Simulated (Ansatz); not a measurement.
`CC(C)(C)[CH2][Ga]([F])[F]` and `CC(C)(C)CS` differ in one atom or group.

Ansatz, PBE0-D4/def2-TZVP geometries, multiplicity 1. Each molecule was computed in one conformer, which needn't be the lowest.

Scalar relativity is left out up to krypton.

```tsv
property	`CC(C)(C)[CH2][Ga]([F])[F]`
HOMO energy (PBE/def2-TZVPP) / eV	-7.44
HOMO–LUMO gap (B3LYP/def2-TZVPP) / eV	7.58
size of the dipole moment (PBE/def2-TZVPP) / D	3.88
HOMO–LUMO gap (ωB97M-V/def2-TZVPP) / eV	12.04
LUMO energy (B3LYP/def2-TZVPP) / eV	-0.99
size of the dipole moment (ωB97M-V/def2-TZVPP) / D	3.91
```

(1) What does the change do to each property? (An estimate is asked.)

Results:

(1) Computed: 
| property | `CC(C)(C)CS` | shift |
| --- | --- | --- |
| HOMO energy (PBE/def2-TZVPP) / eV | -5.52 | 1.92 |
| HOMO–LUMO gap (B3LYP/def2-TZVPP) / eV | 6.72 | -0.86 |
| size of the dipole moment (PBE/def2-TZVPP) / D | 1.54 | -2.34 |
| HOMO–LUMO gap (ωB97M-V/def2-TZVPP) / eV | 11.10 | -0.94 |
| LUMO energy (B3LYP/def2-TZVPP) / eV | 0.21 | 1.20 |
| size of the dipole moment (ωB97M-V/def2-TZVPP) / D | 1.53 | -2.38 |

With PBE0 the HOMO rises by 2.01 eV and the LUMO rises by 1.13 eV, so the gap narrows by about 0.88 eV. PBE moves the HOMO by 1.92 eV and ωB97M-V by 1.99 eV. Dipoles are sizes alone; their direction can turn.

B3LYP here is the variant with VWN-RPA as its local correlation; programs differ in this.
